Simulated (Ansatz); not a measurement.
# Energy profile

The step: GeH₃Br ([GeH3][Br]) + NH₃ → GeNH₅ ([NH2][GeH3]) + HBr (still joined by a long H–N bond); bonds formed: Ge1–N7, Br2–H6; bonds broken: Ge1–Br2; bonds weakened to dative contacts: H6–N7 (atoms numbered as in the saddle structure below).

Ge1  (-0.419, 0.079, -0.909)
Br2  (2.156, 0.585, -0.852)
H3  (-0.214, -1.301, -1.536)
H4  (-1.882, 0.061, -0.324)
H5  (-0.488, 1.302, -1.837)
H6  (1.026, -0.637, 1.132)
N7  (0.122, -0.170, 1.126)
H8  (-0.575, -0.670, 1.671)
H9  (0.274, 0.750, 1.530)
(Å)

Electronic energies by CCSD(T) at an estimated basis limit (MP2 extrapolated from triple and quadruple zeta, plus CCSD(T) − MP2 in triple zeta), on PBE0-D4/def2-TZVP structures; GeNH$_{6}$Br, singlet; no counterpoise correction. Ansatz 0.2.0; basis: def2-TZVPP and def2-QZVPP; cores frozen in the correlated methods. Filled d shells of the heavier atoms are correlated. The def2 sets are not built for correlating such inner shells, so the correlated values are less sure here. Extrapolation: Hartree–Fock as exp(−7.88 √X), correlation as X^−2.97.

Task: Give the profile in kJ/mol, counted from the separated reactants. (An estimate is asked for; the value comes from the calculation.)

Result: By the calculation:
```
                                                                                                            point  kJ/mol
separated: GeH$_{3}$Br (linked as [GeH3][Br]; Ge1, Br2, H3, H4, H5; singlet) + NH$_{3}$ (H6, N7, H8, H9; singlet)     0.0
                                                                                                  start structure   -14.4
                                                                                                           saddle    61.3
                                                                                                    end structure    43.5
     separated: GeNH$_{5}$ (linked as [NH2][GeH3]; Ge1, H3, H4, H5, N7, H8, H9; singlet) + HBr (Br2, H6; singlet)    83.2
```

The T1 diagnostic stays at or below 0.011.

The step is the kind of exchange with an N–H group that builds nitride films in atomic layer and chemical vapour deposition.

For scale, one of the runs: CCSD(T)/def2-TZVPP, 211 basis functions, launched by `ansatz run in.yaml --threads 4 --pin off --events-out ev --progress --plain --max-ram 9574MiB`. The run took 2.6 min on 4 CPU threads of an Arm Neoverse V1 (shared host), with 3 GiB of host memory at its peak.
